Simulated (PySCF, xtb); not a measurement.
C₄H₇BFN, SMILES C=C=CB(F)NC.

GFN2-xTB (xtb) at its own geometry gives an orbital gap of 4.37 eV and a dipole moment of 2.69 D.

Geometry optimised at r2SCAN-D4/def2-SVP. This is a generated structure with no PubChem entry under its InChIKey; it may be hypothetical. The values are those of a single conformer.

Q: What does PBE/def2-TZVP in PySCF give? (Estimate from the structure and the level; the computed values follow.)

A: gap 4.39 eV (levels -5.92 and -1.53 eV), dipole 2.17 D.
